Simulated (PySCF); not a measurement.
C3H5FOSi, SMILES C(O)[Si@@H](F)C#C. Atoms are numbered in the order given.

```xyz
11

C      2.3272     0.4578    -1.1355
C      1.4086     0.2407    -0.3706
Si    -0.0409    -0.0699     0.7221
F      0.1540    -1.5142     1.4506
C     -1.5430    -0.0761    -0.4058
O     -1.5299     1.1454    -1.1367
H      3.1504     0.6482    -1.8046
H     -0.1086     0.9710     1.7731
H     -1.5619    -0.9679    -1.0626
H     -2.4769    -0.0972     0.1786
H     -0.7339     1.1552    -1.6836
```

Geometry: ωB97X-D3(BJ)/def2-SVP. The structure was generated by enumeration; whether it is a known compound was not checked. The values are those of a single conformer.

Computed with PBE/pcSseg-1 (PySCF).

GIAO shieldings, no solvent; atoms alike by connectivity are averaged. δ = σ(ref) − σ: ¹³C against TMS (σ = 182.0 ppm); ²⁹Si against TMS (σ = 335.4 ppm); ¹⁹F against CFCl3 (σ = 133.6 ppm); ¹⁷O against H2O (σ = 334.3 ppm); ¹H against TMS (σ = 31.49 ppm), references at their B3LYP-D3(BJ)/def2-TZVP geometries, non-relativistic.

```tsv
atoms	nucleus	count	δ (ppm)
C1	¹³C	1	102.1
C2	¹³C	1	[?]
C5	¹³C	1	[?]
Si3	²⁹Si	1	-25.9
F4	¹⁹F	1	-215.7
O6	¹⁷O	1	[?]
H8	¹H	1	5.28
H9, H10	¹H	2	[?]
H7	¹H	1	[?]
H11	¹H	1	-0.29
```

Question: Some entries are withheld; supply them. (The exact figures need the calculation; the answer reports its results.)

Answer: 
- H9, H10, δ (ppm): 3.99
- H7, δ (ppm): 2.62
- C5, δ (ppm): 56.6
- O6, δ (ppm): 1.2
- C2, δ (ppm): 87.0
